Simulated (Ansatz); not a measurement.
C₂H₆BNO, relaxed with RKS PBE0-D4/def2-TZVP in Ansatz 0.2.0 from a PBE-D4/def2-SVP geometry. The force threshold is 0.005 eV/Å; the program also tests the step.

The species carries charge 0 and has multiplicity 1. The bonds changed during the relaxation, so this is another structure than the one it started from.

Start:

```xyz
11

B    -0.967   -0.467   -0.889
C    -0.074   -0.982    0.292
N     0.456    0.226   -0.479
C     0.417    0.919    0.830
O    -0.122   -0.199    1.512
H    -0.836   -1.059   -1.946
H    -1.934    0.239   -0.669
H     0.554   -1.892    0.365
H     1.318    0.202   -1.034
H     1.435    1.201    1.192
H    -0.248    1.813    0.827
```

Question: How much energy does the relaxation release, and in how many steps? (An estimate is asked.)

Answer: Computed: 4.72 kJ/mol, in 6 steps, 1 of them rejected.

Question: Which bonds change most? (Estimate.)

Answer: Computed: B1–H7 from 1.217 to 1.196 Å; C4–H10 from 1.117 to 1.096 Å; C2–H8 from 1.108 to 1.088 Å; B1–H6 from 1.219 to 1.199 Å.

Question: Give the relaxed structure. (An estimate is asked.)

Answer: Ansatz gave: 
```xyz
11

B    -0.959   -0.461   -0.883
C    -0.074   -0.971    0.287
N     0.451    0.229   -0.478
C     0.416    0.917    0.820
O    -0.119   -0.197    1.498
H    -0.827   -1.051   -1.918
H    -1.911    0.231   -0.667
H     0.548   -1.861    0.356
H     1.303    0.194   -1.017
H     1.417    1.181    1.179
H    -0.243    1.790    0.824
```
